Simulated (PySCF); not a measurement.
Run record: EPR job, `C([Si@@H](O)CC)#[C]` [radical].

Computed with UKS B3LYP, pcH-1 on C H O Si, non-relativistic, mean-field spin-orbit, GIAO (PySCF 2.14.0). Geometry: GFN2-xTB. The command runs a driver script over a list of jobs; the input below is this job's line of settings and its coordinates in Å.

Command:
```bash
OMP_NUM_THREADS=1 python probes_run.py task.json out
```

Input:
```
{"job": {"kind": "epr", "basis": "pcH-1"}, "charge": 0, "multiplicity": 2}
C      1.472483     2.685282    -0.991687
C      1.327824     1.561699    -0.596918
Si     1.179620    -0.157868     0.133911
O      1.039970    -0.090594     1.750534
C     -0.460171    -0.898915    -0.485472
C     -1.681967    -0.059814    -0.129702
H      2.379089    -0.901518    -0.263552
H      1.683234     0.331516     2.313063
H     -0.570683    -1.896647    -0.057824
H     -0.408547    -1.023292    -1.567796
H     -2.591780    -0.532192    -0.497991
H     -1.606723     0.930778    -0.572812
H     -1.766737     0.052049     0.948517
```

Output:
```
UKS, coarse grid
  cycle   1  E = -521.10751692  |g| = 6.43e-01
  cycle   2  E = -520.32102602  |g| = 1.39e+00
  cycle   3  E = -521.16892988  |g| = 3.92e-01
  cycle   4  E = -521.25867518  |g| = 1.27e-01
  cycle   5  E = -521.26107716  |g| = 1.05e-01
  cycle   6  E = -521.26675240  |g| = 1.35e-02
  cycle   7  E = -521.26689623  |g| = 6.44e-03
  cycle   8  E = -521.26694071  |g| = 3.42e-03
  cycle   9  E = -521.26696412  |g| = 1.65e-03
  cycle  10  E = -521.26697463  |g| = 8.14e-04
  cycle  11  E = -521.26697575  |g| = 4.76e-04
UKS, final grid
  cycle   1  E = -521.26697100  |g| = 5.48e-04
  cycle   2  E = -521.26697116  |g| = 8.44e-04
  cycle   3  E = -521.26697155  |g| = 2.88e-04
  cycle   4  E = -521.26697167  |g| = 1.70e-04
  cycle   5  E = -521.26697214  |g| = 1.58e-04
  cycle   6  E = -521.26697230  |g| = 4.78e-05
  cycle   7  E = -521.26697232  |g| = 2.96e-05
  cycle   8  E = -521.26697232  |g| = 1.51e-05
E = -521.26697232 Eh   <S^2> = 0.7693 (exact 0.7500)
g shifts (ppm)      1          2          3
  rmc          -174       -174       -174
  gc             10         10         10
  oz_so        -132          6        252
  total        -295       -158         88
hyperfine (MHz)  atom isotope    a_iso     a_fc   dipolar eigenvalues
    0   13C     874.58     874.68    -57.72    -57.22    114.94
    1   13C     115.57     115.68    -30.13    -29.20     59.33
    2  29Si      -5.70      -5.72     -9.11      4.41      4.70
    3   17O       0.76       0.77     -1.56      0.62      0.94
    4   13C       0.51       0.50     -0.74     -0.59      1.33
    5   13C      -0.45      -0.45     -0.18     -0.14      0.32
    6    1H       0.55       0.54     -1.19     -0.64      1.83
    7    1H       0.11       0.10     -1.01     -0.49      1.51
    8    1H       3.08       3.08     -0.70     -0.36      1.06
    9    1H      -0.63      -0.63     -0.90     -0.48      1.38
   10    1H       0.55       0.55     -0.47     -0.41      0.88
   11    1H       0.02       0.02     -1.27     -1.24      2.50
   12    1H       0.11       0.11     -0.64     -0.53      1.18
```

rmc, gc and oz_so are the mass-correction, gauge-correction and orbital-Zeeman/spin–orbit parts of the g shift along its three principal axes; a_iso is the isotropic hyperfine coupling and a_fc its Fermi-contact part. Atoms in this output count from 0.

Question: How far is ⟨S²⟩ from the pure-spin value?

Answer: S = 0.5 gives S(S+1) = 0.75; the run has 0.7693, 0.0193 more.

Question: Get g_iso from the total shifts.

Answer: Their mean is -121 ppm; added to g_e = 2.002319 it gives 2.00220.

Main results: ⟨S²⟩ 0.769; g_iso 2.0022.

One conformer (not necessarily the lowest) at the GFN2-xTB geometry, without solvent, vibrations or thermal averaging.

Hardware: one thread of an Intel Xeon at 2.60 GHz (shared host). Cost: 45 s wall (with the writing of density and orbital grids), 0.89 GiB resident at most.
Labels such as C1 count atoms from 1, the log's own numbers from 0.
